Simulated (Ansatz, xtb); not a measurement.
## C6H5ClF2: 4 structures ranked

4 gas-phase structures of C6H5ClF2, from a drawn sample of its isomers (lower ones may exist). Each was relaxed with GFN2-xTB; where two conformers were screened, the lower at r2SCAN-D4/def2-SVP is listed:

A. `FC1=CCCC(F)=C1Cl`, a singlet
B. `FC(F)C1=C(Cl)CC=C1`, a singlet
C. `F/C=C1/CC/C1=C(/F)Cl`, a singlet
D. `F[C@@H]1[C@H]2[C@H]3[C@]1(F)C[C@@]23Cl`, a singlet

Question: Estimate their order in r2SCAN-D4/def2-SVP energy at these geometries, lowest first.

Answer: Calculated order at r2SCAN-D4/def2-SVP: B (0.0), A (5.1), C (31.5), D (38.9) kcal/mol.

Energies above the lowest of each column, in kcal/mol; the last columns are at PBE-D3(BJ)/def2-SVP geometries and were run for some of them only (a dash: not run or not comparable):

```tsv
structure	GFN2-xTB	HF/STO-3G	r2SCAN-D4/def2-SVP	PBE-D3(BJ)/def2-SVP	CCSD(T)/def2-SVP + ΔMP2/def2-TZVPP
B	0.0	8.5	0.0	0.0	0.0
A	2.6	0.0	5.1	4.0	8.2
C	21.2	29.1	31.5	27.8	35.8
D	22.5	22.0	38.9	–	–
```

CCSD(T)/def2-SVP + ΔMP2/def2-TZVPP puts B lowest of those it was run on; HF/STO-3G picks A. Flexible structures stand in one conformer each, not always the lowest. Frequencies (GFN2-xTB) were run for A, B, C alone. ΔMP2 is the change of the MP2 energy from the smaller to the larger basis.

Over these structures GFN2-xTB departs from r2SCAN-D4/def2-SVP by 6.1 kcal/mol on average once a common shift is removed. A GFN2-xTB relaxation took about 0.087 s and the r2SCAN-D4/def2-SVP energy about 2.6 s on a shared host (Ansatz 0.2.0, xtb 6.7.1).
